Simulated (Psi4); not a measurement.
H2BiF (SMILES [F][BiH2]), singlet, at a GFN2-xTB geometry (such geometries of metal compounds can be far from the true shape) (core potentials on Bi), atoms displaced at random by about 0.08 Å a coordinate; Psi4 1.11 with TPSS/def2-SVP, gradient.

Here is a job for Psi4.
```
memory 2 GB

molecule {
0 1
Bi    0.04332282   -0.11567018    0.18716430
H    -1.52297852    0.30390896   -1.08446882
H     0.32051111   -1.62504008   -0.93946788
F     1.06313118    1.23045807   -0.99167584
symmetry c1
no_reorient
no_com
}

set {
  basis def2-svp
}

gradient('tpss')
print_variables()
```

Q: Write the output that Psi4 gives for this input, abridged.

A: 
```
gradient() will perform analytic gradient computation.

   => Loading Basis Set <=

    Name: DEF2-SVP
    Role: ORBITAL
    Keyword: BASIS

    !!!  WARNING: ECP capability is in beta. Please check occupations closely.  !!!

         ---------------------------------------------------------
                                   SCF
               by Justin Turney, Rob Parrish, Andy Simmonett
                          and Daniel G. A. Smith
                              RKS Reference
         ---------------------------------------------------------

  ==> Geometry <==

    Molecular point group: c1
    Full point group: C1

    Geometry (in Angstrom), charge = 0, multiplicity = 1:

       Center              X                  Y                   Z               Mass
    ------------   -----------------  -----------------  -----------------  -----------------
         BI           0.043322820000    -0.115670180000     0.187164300000   208.980399100000
         H           -1.522978520000     0.303908960000    -1.084468820000     1.007825032230
         H            0.320511110000    -1.625040080000    -0.939467880000     1.007825032230
         F            1.063131180000     1.230458070000    -0.991675840000    18.998403162730

  Running in c1 symmetry.

  Rotational constants: A =      1.33185  B =      0.21740  C =      0.20262 [cm^-1]
  Rotational constants: A =  39927.97676  B =   6517.38091  C =   6074.32887 [MHz]
  Nuclear repulsion =   69.030451588904612

  Charge       = 0
  Multiplicity = 1
  Electrons    = 34
  Nalpha       = 17
  Nbeta        = 17

  ==> Algorithm <==

  SCF Algorithm Type is DF.
  DIIS enabled.
  MOM disabled.
  Fractional occupation disabled.
  Guess Type is SAD.
  Energy threshold   = 1.00e-08
  Density threshold  = 1.00e-08
  Integral threshold = 1.00e-12

  ==> Primary Basis <==

  Basis Set: DEF2-SVP
    Blend: DEF2-SVP
    Number of shells: 22
    Number of basis functions: 50
    Number of Cartesian functions: 53
    Spherical Harmonics?: true
    Max angular momentum: 2

  Core potential: DEF2-SVP
    Number of shells: 4
    Number of ECP primitives: 18
    Number of ECP core electrons: 60
    Max angular momentum: 3

  ==> DFT Potential <==

   => LibXC <=

    Version 7.1.2
    S. Lehtola, C. Steigemann, M. J. T. Oliveira, and M. A. L. Marques,  SoftwareX 7, 1–5 (2018) (10.1016/j.softx.2017.11.002)

   => Composite Functional: TPSS <=

    TPSS Meta-GGA XC Functional

    J. Tao, et al., Phys. Rev. Lett., 91, 146401, 2003

    Deriv               =              1
    GGA                 =           TRUE
    Meta                =           TRUE

    Exchange Hybrid     =          FALSE
    MP2 Hybrid          =          FALSE

   => Exchange Functionals <=

    1.0000   XC_MGGA_X_TPSS

   => Correlation Functionals <=

    1.0000   XC_MGGA_C_TPSS

   => LibXC Density Thresholds  <==

    XC_MGGA_C_TPSS:  1.00E-15
    XC_MGGA_X_TPSS:  1.00E-15

   => Molecular Quadrature <=

    Radial Scheme          =       TREUTLER
    Pruning Scheme         =           NONE
    Nuclear Scheme         =       TREUTLER

    Blocking Scheme        =         OCTREE
    BS radius alpha        =              1
    Pruning alpha          =              1
    Radial Points          =             75
    Spherical Points       =            302
    Total Points           =          86357
    Total Blocks           =            709
    Max Points             =            256
    Max Functions          =             50
    Weights Tolerance      =       1.00E-15

   => Loading Basis Set <=

    Name: (DEF2-SVP AUX)
    Role: JKFIT
    Keyword: DF_BASIS_SCF

  ==> Integral Setup <==

  SCF_SUBTYPE=INCORE selected. In-core MEM_DF algorithm will be used.
  Using in-core AOs.

  ==> MemDFJK: Density-Fitted J/K Matrices <==

    J tasked:                   Yes
    K tasked:                    No
    wK tasked:                   No
    Algorithm:                 Core
    Schwarz Cutoff:           1E-12
    Mask sparsity (%):       0.2400
    Fitting Condition:        1E-10

   => Auxiliary Basis Set <=

  Basis Set: (DEF2-SVP AUX)
    Blend: DEF2-UNIVERSAL-JKFIT
    Number of shells: 90
    Number of basis functions: 364
    Number of Cartesian functions: 494
    Spherical Harmonics?: true
    Max angular momentum: 6

  Minimum eigenvalue in the overlap matrix is 2.7352170919E-02.
  Reciprocal condition number of the overlap matrix is 7.8971100329E-03.
    Using symmetric orthogonalization.

  ==> Pre-Iterations <==

  SCF Guess: Superposition of Atomic Densities via on-the-fly atomic UHF (no occupation information).

   -------------------------
    Irrep   Nso     Nmo
   -------------------------
     A         50      50
   -------------------------
    Total      50      50
   -------------------------

  ==> Iterations <==

                           Total Energy        Delta E     RMS |[F,P]|

   @DF-RKS iter SAD:  -313.50164127601272   -3.13502e+02   0.00000e+00
   @DF-RKS iter   1:  -315.39638646509820   -1.89475e+00   1.03654e-02 ADIIS/DIIS
   @DF-RKS iter   2:  -313.90951634846789    1.48687e+00   3.99182e-02 ADIIS/DIIS
   @DF-RKS iter   3:  -315.48884052619690   -1.57932e+00   4.55825e-03 ADIIS/DIIS
   @DF-RKS iter   4:  -315.50762343972457   -1.87829e-02   1.76786e-03 ADIIS/DIIS
   @DF-RKS iter   5:  -315.51167917556643   -4.05574e-03   4.56130e-04 ADIIS/DIIS
   @DF-RKS iter   6:  -315.51214489582634   -4.65720e-04   1.07268e-04 ADIIS/DIIS
   @DF-RKS iter   7:  -315.51216442620000   -1.95304e-05   1.79135e-05 DIIS
   @DF-RKS iter   8:  -315.51216498266206   -5.56462e-07   4.90572e-06 DIIS
   @DF-RKS iter   9:  -315.51216504760589   -6.49438e-08   5.31399e-07 DIIS
   @DF-RKS iter  10:  -315.51216504840892   -8.03027e-10   9.92636e-08 DIIS
   @DF-RKS iter  11:  -315.51216504842472   -1.58025e-11   2.58787e-08 DIIS
   @DF-RKS iter  12:  -315.51216504842569   -9.66338e-13   3.29320e-09 DIIS
  Energy and wave function converged.

  ==> Post-Iterations <==

   Electrons on quadrature grid:
      Ntotal   =   34.0000040827 ; deviation = 4.083e-06

    Orbital Energies [Eh]
    ---------------------

    Doubly Occupied:

[...]
    Virtual:

[...]
    Final Occupation by Irrep:
              A
    DOCC [    17 ]
    NA   [    17 ]
    NB   [    17 ]

  @DF-RKS Final Energy:  -315.51216504842569

   => Energetics <=

    Nuclear Repulsion Energy =             69.0304515889046115
    One-Electron Energy =                -651.5646966781051788
    Two-Electron Energy =                 295.2645311209419106
    DFT Exchange-Correlation Energy =     -28.2424510801670401
    Empirical Dispersion Energy =           0.0000000000000000
    VV10 Nonlocal Energy =                  0.0000000000000000
    Total Energy =                       -315.5121650484256861

Computation Completed

Properties will be evaluated at   0.000000,   0.000000,   0.000000 [a0]

Properties computed using the SCF density matrix

 Multipole Moments:

 ------------------------------------------------------------------------------------
     Multipole            Electronic (a.u.)      Nuclear  (a.u.)        Total (a.u.)
 ------------------------------------------------------------------------------------

 L = 1.  Multiply by 2.5417464519 to convert [e a0] to [Debye]
 Dipole X            :        -17.9649797           17.6918769           -0.2731028
 Dipole Y            :        -14.0328600           13.4030288           -0.6298312
 Dipole Z            :         13.8356642          -12.5557946            1.2798696
 Magnitude           :                                                    1.4523563

 ------------------------------------------------------------------------------------

         ------------------------------------------------------------
                                   SCF GRAD
                          Rob Parrish, Justin Turney,
                       Andy Simmonett, and Alex Sokolov
         ------------------------------------------------------------

  ==> Geometry <==

    Molecular point group: c1
    Full point group: C1

    Geometry (in Angstrom), charge = 0, multiplicity = 1:

       Center              X                  Y                   Z               Mass
    ------------   -----------------  -----------------  -----------------  -----------------
         BI           0.043322820000    -0.115670180000     0.187164300000   208.980399100000
         H           -1.522978520000     0.303908960000    -1.084468820000     1.007825032230
         H            0.320511110000    -1.625040080000    -0.939467880000     1.007825032230
         F            1.063131180000     1.230458070000    -0.991675840000    18.998403162730

  Nuclear repulsion =   69.030451588904612

  ==> Basis Set <==

  Basis Set: DEF2-SVP
    Blend: DEF2-SVP
    Number of shells: 22
    Number of basis functions: 50
    Number of Cartesian functions: 53
    Spherical Harmonics?: true
    Max angular momentum: 2

  Core potential: DEF2-SVP
    Number of shells: 4
    Number of ECP primitives: 18
    Number of ECP core electrons: 60
    Max angular momentum: 3

  ==> DFJKGrad: Density-Fitted SCF Gradients <==

    Gradient:                    1
    J tasked:                  Yes
    K tasked:                   No
    wK tasked:                  No
    Integrals threads:           1
    Schwarz Cutoff:          1E-12
    Fitting Condition:       1E-10

   => Auxiliary Basis Set <=

  Basis Set: (DEF2-SVP AUX)
    Blend: DEF2-UNIVERSAL-JKFIT
    Number of shells: 90
    Number of basis functions: 364
    Number of Cartesian functions: 494
    Spherical Harmonics?: true
    Max angular momentum: 6

  ==> DFT Potential <==

   => LibXC <=

    Version 7.1.2
    S. Lehtola, C. Steigemann, M. J. T. Oliveira, and M. A. L. Marques,  SoftwareX 7, 1–5 (2018) (10.1016/j.softx.2017.11.002)

   => Composite Functional: TPSS <=

    TPSS Meta-GGA XC Functional

    J. Tao, et al., Phys. Rev. Lett., 91, 146401, 2003

    Deriv               =              1
    GGA                 =           TRUE
    Meta                =           TRUE

    Exchange Hybrid     =          FALSE
    MP2 Hybrid          =          FALSE

   => Exchange Functionals <=

    1.0000   XC_MGGA_X_TPSS

   => Correlation Functionals <=

    1.0000   XC_MGGA_C_TPSS

   => LibXC Density Thresholds  <==

    XC_MGGA_C_TPSS:  1.00E-15
    XC_MGGA_X_TPSS:  1.00E-15

   => Molecular Quadrature <=

    Radial Scheme          =       TREUTLER
    Pruning Scheme         =           NONE
    Nuclear Scheme         =       TREUTLER

    Blocking Scheme        =         OCTREE
    BS radius alpha        =              1
    Pruning alpha          =              1
    Radial Points          =             75
    Spherical Points       =            302
    Total Points           =          86357
    Total Blocks           =            709
    Max Points             =            256
    Max Functions          =             50
    Weights Tolerance      =       1.00E-15

  -Total Gradient:
     Atom            X                  Y                   Z
    ------   -----------------  -----------------  -----------------
       1        0.027903970159    -0.000293647558     0.042191971963
       2       -0.020463944684     0.010240089642    -0.027111450443
       3       -0.000333554273    -0.011448939532    -0.010459998468
       4       -0.007025032588     0.001394363813    -0.004872208743

  Variable Map:
  ----------------------------------------------------------------------------
[...]
  Array Variable Map:
  ----------------------------------------------------------------------------
[...]
[...]
```
